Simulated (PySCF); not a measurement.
C₄H₈BCl.
Geometry (PBE0-D3(BJ)/def2-SVP, Å), atoms numbered from 1 in this order:
```xyz
14
C4H8BCl angstrom
Cl     0.8658    4.7993    3.2805
B      0.6915    3.2534    2.4643
C     -0.6701    2.5627    2.1050
C     -0.2389    1.4214    1.1701
C      1.1698    1.0237    1.6310
C      1.8746    2.3439    1.9813
H     -1.0587    2.1529    3.0600
H     -1.4629    3.2204    1.7177
H     -0.9368    0.5694    1.1614
H     -0.1907    1.7984    0.1334
H      1.0940    0.4000    2.5391
H      1.7058    0.4212    0.8809
H      2.2665    2.8272    1.0626
H      2.7334    2.2581    2.6639
```

Computed with PySCF at CAM-B3LYP/def2-SVPD, non-relativistic, on one gas-phase PBE0-D3(BJ)/def2-SVP geometry that isn't relaxed in the solvent. The solvent is an IEF-PCM continuum (Bondi radii, 1.10 Å for H, scaled by 1.2), and excitations are vertical TDDFT with non-equilibrium linear response and a frozen core. Only the electrostatic response of the medium enters.

```
run  E − E(gas) (kcal/mol)  HOMO (eV)  HOMO–LUMO gap (eV)  dipole (D)  lowest singlet (eV)  static polarisability (au)
gas                   0.00      -9.34                9.69        1.56                 5.54                        72.1
  P                  -1.44      -9.30                9.77        1.94                 5.58                        92.0
  Q                  -1.26      -9.30                9.76        1.89                 5.58                        89.0
```

Problem. The runs were made in chloroform and tetrahydrofuran. Which run belongs to which solvent?

Solution. P = tetrahydrofuran, Q = chloroform. The dielectric constants are 4.711 (chloroform), 7.426 (tetrahydrofuran), and the energy falls further as ε rises. The optical constants n² used for the excitations are 2.09, 1.97 in the same order. In this model the ground state sees the solvent through ε alone.

Problem. How constant is the ratio of the lowering to (ε − 1)/(2ε + 1)?

Solution. 
```json
{"solvent": "chloroform", "(ε − 1)/(2ε + 1)": "0.356", "E − E(gas) (kcal/mol)": "-1.26", "ratio (kcal/mol)": "-3.5", "polarisation term (kcal/mol)": "-1.39"}
{"solvent": "tetrahydrofuran", "(ε − 1)/(2ε + 1)": "0.405", "E − E(gas) (kcal/mol)": "-1.44", "ratio (kcal/mol)": "-3.5", "polarisation term (kcal/mol)": "-1.61"}
```

The ratio changes by +0.6 % in size from chloroform to tetrahydrofuran. The polarisation term is half the interaction of the solute with the induced surface charges.

Cost: about 40 s of CPU time on one thread; the machine was shared, so the figure is rough. This is the whole response run at CAM-B3LYP/def2-SVPD in tetrahydrofuran, SCF included.
